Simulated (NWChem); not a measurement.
GeSiH$_{5}$Cl; SMILES [SiH2]([GeH3])Cl

Computed with NWChem. Structure relaxed at the PBE-D3(BJ)/def2-SVP level. Level PBE0/def2-SVP: energy and gradient; each run changes one setting, and changes count from the defaults (medium grid, exact Coulomb integrals, symmetry on).

```
setting                              size of the energy change (μHa)  largest change of a gradient component (μHa/bohr)
-----------------------------------  -------------------------------  -------------------------------------------------
defaults                                                        < 10                                               < 30
coarse grid                                                       30                                                600
tight SCF thresholds and tolerances                             < 10                                               < 30
extra-fine grid                                                   20                                                100
Becke weights                                                     20                                                100
```
